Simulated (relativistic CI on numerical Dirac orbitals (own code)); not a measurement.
## W⁺: what numerical and physical settings do to a radial Dirac CI calculation

Reference input:

```
atom W  Z=74  charge=1  electrons=73
nucleus A=184  rms_radius_fm=5.3658
hamiltonian dirac-coulomb  breit=on  qed=on  c_scale=1
orbitals kli  potential=per-configuration
slater_scale 1
correlation none
mixing on
grid step=0.0125 r_max=129.7
scf mixing=0.4 start=green max_iterations=150 tolerance=2e-08 node_fill=0.05
configurations
  [Xe] 4f14 5d4 6s
end
```

Computed lowest total energy -16127.13105 Ha, first excitation 899.4 cm⁻¹, 14 SCF steps. Runs with settings changed; * marks those that are bad on purpose:

| Changed | Outcome | Lowest level | ΔE (Ha) | First excitation (cm⁻¹) | SCF steps | Message |
| --- | --- | --- | --- | --- | --- | --- |
| Slater scale 0.5 | converged | 5d⁴6s ⁶D1/2 | 0.0616 | 1403.0 | 14 |  |
| nuclear radius 5.9024 fm, grid step 0.008, SCF mixing 0.05 | converged | 5d⁴6s ⁶D1/2 | 0.429 | 899.5 | 27 |  |
| SCF tolerance 1e-10 | converged | 5d⁴6s ⁶D1/2 | -1.09e-11 | 899.4 | 17 |  |
| start potential bare, Breit term off | converged | 5d⁴6s ⁶D1/2 | -17.2 | 946.2 | 33 |  |
| nuclear radius 536.58 fm * | converged | 5d⁴6s ⁶D1/2 | 1910 | 1318.4 | 12 |  |
| iteration limit 4 * | not converged |  |  |  | 4 | SCF of 1s2 2s2 2p6 3s2 3p6 3d10 4s2 4p6 4d10 4f14 5s2 5p6 5d4 6s did not converge |

With so few configurations and no correlation, terms lie too far apart (by 10 to 50 % near neutrality), their order can be wrong, and levels of other configurations are missing.
